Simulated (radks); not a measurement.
Results of a calculation; reference values are marked as such.
Neutral antimony inside a hard spherical wall (all orbitals vanish at R), configuration held at [Kr] 4d10 5s2 5p3 and not refilled when levels cross. Code: a radial shooting solver on a logarithmic mesh with Libxc functionals. Model: scalar-relativistic Kohn-Sham, PBE, spin-polarised, spherical densities, point nucleus; open shells are filled with parallel spins first (spin-orbit coupling, left out, can overturn this in heavy ions). Eigenvalues in eV for spin up, with the zero of energy where the potential of the charges vanishes at infinity; a dash marks a level that is unbound or too diffuse for the functional's potential to be trusted. A positive occupied level is held by the wall or, in an anion where self-interaction has pushed it up, behind a barrier. The pressure on the wall is -dE/dV.

R (bohr),E (hartree),kinetic (hartree),e(4p),e(4d),e(5s),e(5p),"e(6s, empty)","e(5d, empty)",pressure (GPa)
free,-6481.50365,6779.081,-101.56,-33.346,-13.427,-5.467,-,-,0
10,-6481.50338,6779.084,-101.53,-33.321,-13.406,-5.447,0.050,1.486,0.00788
8,-6481.50045,6779.108,-101.37,-33.159,-13.280,-5.317,1.390,2.410,0.144
7,-6481.49267,6779.163,-101.07,-32.864,-13.059,-5.072,3.020,3.352,0.647
4,-6480.96330,6781.614,-94.340,-26.383,-7.506,2.176,31.804,17.579,112
3.5,-6480.38258,6783.904,-90.354,-22.613,-3.216,7.824,50.799,26.774,323
2.5,-6475.55966,6801.406,-71.790,-4.782,25.263,43.228,152.28,76.452,4200
2,-6464.84002,6838.244,-46.709,21.317,79.061,105.56,302.72,151.52,22000
